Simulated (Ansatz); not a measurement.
Ideal-gas functions of `[O]=[Mo]([OH])([F])([Cl])[Cl]` at 600 K and 1 bar, from an Ansatz frequency run at PBE0-D4/def2-TZVP.

Molar mass 218.85 g/mol, point group C1 (symmetry number 1), electronic degeneracy 1, moments of inertia 283.662, 298.485, 449.268 u Å². Harmonic wavenumbers (cm⁻¹, unscaled): 52, 66, 193, 219, 265, 278, 296, 360, 418, 426, 601, 663, 746, 1115, 3861.

Use S(trans) = R[1.5 ln M + 2.5 ln T − 1.1517]; rotational temperatures θ = 24.2544 K / I; S(rot) = R[ln(√π/σ · √(T³/θAθBθC)) + 1.5]; for each mode x = 1.438777 ν̃/T, S = R[x/(eˣ − 1) − ln(1 − e⁻ˣ)] and H = RT x/(eˣ − 1); 1 cm⁻¹ = 0.0119627 kJ/mol; R = 8.31446 J/(mol·K).

Q: By hand: the entropy, in J/(mol·K).

A: Translation 190.6. Rotation: θ = 0.0855, 0.0813, 0.054 K, giving 129.8. Vibration, mode by mode: 25.63, 23.65, 14.79, 13.76, 12.22, 11.84, 11.34, 9.79, 8.63, 8.49, 5.96, 5.28, 4.51, 2.24, 0.01, in all 158.2. Electronic 0.0. Sum 478.6 J/(mol·K).

Q: By hand: H − E and G − E in kJ/mol, counted from the electronic energy.

A: Zero-point energy ½ × 9559 × 0.0119627 = 57.2; thermal vibration 43.5; translation, rotation and pV give 4 RT = 20.0. H − E = 120.7 kJ/mol, and G − E = 120.7 − 600 × 478.6/1000 = -166.5 kJ/mol.

Vibration gives 33 % of the entropy, 49.3 J/(mol·K) of it from the modes under 150 cm⁻¹: soft modes count most, and the harmonic formula is weakest for them. The sum counts one conformer and one mirror image; others add a mixing term.
